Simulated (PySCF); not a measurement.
C4H11BrSi, SMILES CC(C)C[SiH2]Br, singlet, GFN2-xTB optimised geometry.

```
17

C      0.63    -1.77     1.02
C      1.05    -0.84    -0.12
C      0.77    -1.49    -1.47
C      0.38     0.53     0.00
Si    -1.52     0.53     0.00
Br    -2.11     2.68     0.00
H      0.78    -1.29     1.98
H     -0.42    -2.04     0.93
H      1.22    -2.68     1.00
H      2.14    -0.67    -0.04
H     -0.28    -1.73    -1.57
H      1.05    -0.82    -2.28
H      1.35    -2.40    -1.57
H      0.73     1.17    -0.82
H      0.72     1.01     0.92
H     -2.12    -0.01     1.21
H     -2.14    -0.01    -1.20
```

Density from PBE/def2-SVP in PySCF 2.14.0 at that geometry.

Minimum of the electron density along straight lines between bonded atoms, close to the bond critical point (lines longer than 1.1 times the sum of covalent radii, or with two minima, are not listed):

```json
[
 {"bond": "C1–C2", "length / Å": "1.526", "ρ at the minimum / e bohr⁻³": "0.242", "∇²ρ there / e bohr⁻⁵": "-0.53", "position (fraction from the first atom)": "0.50"},
 {"bond": "C2–C3", "length / Å": "1.526", "ρ at the minimum / e bohr⁻³": "0.242", "∇²ρ there / e bohr⁻⁵": "-0.53", "position (fraction from the first atom)": "0.50"},
 {"bond": "C2–C4", "length / Å": "1.530", "ρ at the minimum / e bohr⁻³": "0.237", "∇²ρ there / e bohr⁻⁵": "-0.50", "position (fraction from the first atom)": "0.50"},
 {"bond": "C4–Si5", "length / Å": "1.893", "ρ at the minimum / e bohr⁻³": "0.114", "∇²ρ there / e bohr⁻⁵": "0.28", "position (fraction from the first atom)": "0.62"},
 {"bond": "Si5–Br6", "length / Å": "2.229", "ρ at the minimum / e bohr⁻³": "0.083", "∇²ρ there / e bohr⁻⁵": "0.14", "position (fraction from the first atom)": "0.35"},
 {"bond": "C1–H7", "length / Å": "1.088", "ρ at the minimum / e bohr⁻³": "0.274", "∇²ρ there / e bohr⁻⁵": "-0.99", "position (fraction from the first atom)": "0.63"},
 {"bond": "C1–H8", "length / Å": "1.089", "ρ at the minimum / e bohr⁻³": "0.273", "∇²ρ there / e bohr⁻⁵": "-0.97", "position (fraction from the first atom)": "0.62"},
 {"bond": "C1–H9", "length / Å": "1.088", "ρ at the minimum / e bohr⁻³": "0.274", "∇²ρ there / e bohr⁻⁵": "-0.99", "position (fraction from the first atom)": "0.63"},
 {"bond": "C2–H10", "length / Å": "1.098", "ρ at the minimum / e bohr⁻³": "0.273", "∇²ρ there / e bohr⁻⁵": "-0.96", "position (fraction from the first atom)": "0.62"},
 {"bond": "C3–H11", "length / Å": "1.088", "ρ at the minimum / e bohr⁻³": "0.273", "∇²ρ there / e bohr⁻⁵": "-0.98", "position (fraction from the first atom)": "0.63"},
 {"bond": "C3–H12", "length / Å": "1.088", "ρ at the minimum / e bohr⁻³": "0.274", "∇²ρ there / e bohr⁻⁵": "-0.98", "position (fraction from the first atom)": "0.63"},
 {"bond": "C3–H13", "length / Å": "1.088", "ρ at the minimum / e bohr⁻³": "0.274", "∇²ρ there / e bohr⁻⁵": "-0.99", "position (fraction from the first atom)": "0.63"},
 {"bond": "C4–H14", "length / Å": "1.095", "ρ at the minimum / e bohr⁻³": "0.268", "∇²ρ there / e bohr⁻⁵": "-0.94", "position (fraction from the first atom)": "0.63"},
 {"bond": "C4–H15", "length / Å": "1.095", "ρ at the minimum / e bohr⁻³": "0.268", "∇²ρ there / e bohr⁻⁵": "-0.93", "position (fraction from the first atom)": "0.63"},
 {"bond": "Si5–H16", "length / Å": "1.457", "ρ at the minimum / e bohr⁻³": "0.120", "∇²ρ there / e bohr⁻⁵": "0.32", "position (fraction from the first atom)": "0.49"},
 {"bond": "Si5–H17", "length / Å": "1.457", "ρ at the minimum / e bohr⁻³": "0.120", "∇²ρ there / e bohr⁻⁵": "0.32", "position (fraction from the first atom)": "0.49"}
]
```
